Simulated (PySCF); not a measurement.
FGe (SMILES [F][Ge]), doublet, at a GFN2-xTB geometry; PySCF with HF/def2-SVP.

PySCF was given this input:
```python
from pyscf import gto, scf

mol = gto.Mole()
mol.atom = '''
    Ge   -0.000000   -0.000000   -0.401356
    F     0.000000    0.000000    1.427045
'''
mol.basis = 'def2-svp'
mol.charge = 0
mol.spin = 1
mol.verbose = 4
mol.symmetry = True
mol.build()

mf = scf.UHF(mol)
mf.kernel()
mf.analyze()
```

What the program printed (banner, timings and long lists left out):

```
PySCF version 2.14.0

[INPUT] verbose = 4
[INPUT] num. atoms = 2
[INPUT] num. electrons = 41
[INPUT] charge = 0
[INPUT] spin (= nelec alpha-beta = 2S) = 1
[INPUT] symmetry True subgroup None
[INPUT] Mole.unit = angstrom
[INPUT] Symbol           X                Y                Z      unit          X                Y                Z       unit  Magmom
[...]
nuclear repulsion = 83.3531794967078
point group symmetry = Coov
symmetry origin: [0.00000000e+00 0.00000000e+00 5.99181454e-07]
symmetry axis x: [1. 0. 0.]
symmetry axis y: [0. 1. 0.]
symmetry axis z: [0. 0. 1.]
num. orbitals of irrep A1 = 18
num. orbitals of irrep E1x = 10
num. orbitals of irrep E1y = 10
num. orbitals of irrep E2x = 4
num. orbitals of irrep E2y = 4
number of shells = 18
number of NR pGTOs = 98
number of NR cGTOs = 46
basis = def2-svp
ecp = {}

******** <class 'pyscf.scf.uhf_symm.SymAdaptedUHF'> ********
method = SymAdaptedUHF
initial guess = minao
damping factor = 0
level_shift factor = 0
DIIS = <class 'pyscf.scf.diis.CDIIS'>
diis_start_cycle = 1
diis_space = 8
diis_damp = 0
SCF conv_tol = 1e-09
SCF conv_tol_grad = None
SCF max_cycles = 50
direct_scf = True
direct_scf_tol = 1e-13
number electrons alpha = 21  beta = 20
Freeze 0 electrons in irreps []
    41 free electrons in irreps A1 E1x E1y E2x E2y
Set gradient conv threshold to 3.16228e-05
init E= -2173.47506116691

cycle= 1 E= -2174.38548445751  delta_E= -0.91  |g|= 0.395  |ddm|= 1.02

cycle= 2 E= -2174.39838683847  delta_E= -0.0129  |g|= 0.372  |ddm|= 0.552

cycle= 3 E= -2174.45305364947  delta_E= -0.0547  |g|= 0.0518  |ddm|= 0.276

cycle= 4 E= -2174.45432100732  delta_E= -0.00127  |g|= 0.0257  |ddm|= 0.0692

cycle= 5 E= -2174.45437214675  delta_E= -5.11e-05  |g|= 0.0267  |ddm|= 0.0212

cycle= 6 E= -2174.45437007459  delta_E= 2.07e-06  |g|= 0.0267  |ddm|= 0.00137

cycle= 7 E= -2174.45437440409  delta_E= -4.33e-06  |g|= 0.0267  |ddm|= 0.00202

cycle= 8 E= -2174.45440328784  delta_E= -2.89e-05  |g|= 0.0264  |ddm|= 0.0131

cycle= 9 E= -2174.45440683572  delta_E= -3.55e-06  |g|= 0.0264  |ddm|= 0.00374

cycle= 10 E= -2174.45440861918  delta_E= -1.78e-06  |g|= 0.0266  |ddm|= 0.00221

cycle= 11 E= -2174.45440332619  delta_E= 5.29e-06  |g|= 0.027  |ddm|= 0.00237

cycle= 12 E= -2174.45440350437  delta_E= -1.78e-07  |g|= 0.027  |ddm|= 0.000533

cycle= 13 E= -2174.45440381579  delta_E= -3.11e-07  |g|= 0.027  |ddm|= 0.000619

cycle= 14 E= -2174.4544042241  delta_E= -4.08e-07  |g|= 0.0269  |ddm|= 0.000615

[...]
SCF not converged.
Total Energy =                       -2174.454389523660211
[...]
beta  MO #9 (E1x #2), energy= -5.18790976548996 occ= 1
beta  MO #10 (E1y #2), energy= -5.18790976548996 occ= 1
beta  MO #11 (A1 #7), energy= -1.67670581927454 occ= 1
beta  MO #12 (E2x #1), energy= -1.66880839217618 occ= 1
beta  MO #13 (E2y #1), energy= -1.66880839217618 occ= 1
beta  MO #14 (E1x #3), energy= -1.66387593265064 occ= 1
beta  MO #15 (E1y #3), energy= -1.66387593265064 occ= 1
beta  MO #16 (A1 #8), energy= -1.46677219735428 occ= 1
beta  MO #17 (A1 #9), energy= -0.665710443914325 occ= 1
beta  MO #18 (E1x #4), energy= -0.58199168541757 occ= 1
beta  MO #19 (E1y #4), energy= -0.58199168541757 occ= 1
beta  MO #20 (A1 #10), energy= -0.451130003373689 occ= 1
beta  MO #21 (E1x #5), energy= 0.058931857248901 occ= 0
beta  MO #22 (E1y #5), energy= 0.058931857248901 occ= 0
beta  MO #23 (A1 #11), energy= 0.137804240317236 occ= 0
beta  MO #24 (A1 #12), energy= 0.275028360550209 occ= 0
beta  MO #25 (E1x #6), energy= 0.534952521760557 occ= 0
beta  MO #26 (E1y #6), energy= 0.534952521760557 occ= 0
beta  MO #27 (A1 #13), energy= 0.541684608712431 occ= 0
beta  MO #28 (E2x #2), energy= 0.577356295013932 occ= 0
beta  MO #29 (E2y #2), energy= 0.577356295013932 occ= 0
beta  MO #30 (E1x #7), energy= 0.630770183880557 occ= 0
beta  MO #31 (E1y #7), energy= 0.630770183880557 occ= 0
beta  MO #32 (A1 #14), energy= 0.774185289730732 occ= 0
beta  MO #33 (A1 #15), energy= 1.56392433015062 occ= 0
beta  MO #34 (E1x #8), energy= 1.60176005901643 occ= 0
beta  MO #35 (E1y #8), energy= 1.60176005901643 occ= 0
beta  MO #36 (A1 #16), energy= 2.00662722032669 occ= 0
beta  MO #37 (E2x #3), energy= 2.71130034052284 occ= 0
beta  MO #38 (E2y #3), energy= 2.71130034052284 occ= 0
beta  MO #39 (A1 #17), energy= 2.72306468521709 occ= 0
beta  MO #40 (E1x #9), energy= 2.75314131092594 occ= 0
beta  MO #41 (E1y #9), energy= 2.75314131092594 occ= 0
beta  MO #42 (E2x #4), energy= 3.51850538492174 occ= 0
beta  MO #43 (E2y #4), energy= 3.51850538492174 occ= 0
beta  MO #44 (E1x #10), energy= 3.5553153639281 occ= 0
beta  MO #45 (E1y #10), energy= 3.5553153639281 occ= 0
beta  MO #46 (A1 #18), energy= 3.76600990706731 occ= 0
 ** Mulliken pop alpha/beta on meta-lowdin orthogonal AOs **
 ** Mulliken pop       alpha | beta **
In total            21.00000 | 20.00000
 ** Mulliken atomic charges   ( Nelec_alpha | Nelec_beta ) **
charge of  0Ge =      0.55568  (    16.20968     15.23464 )
charge of  1F =     -0.55568  (     4.79032      4.76536 )
Dipole moment(X, Y, Z, Debye):  0.00000,  0.00000, -2.66342
```

Convergence was not reached.
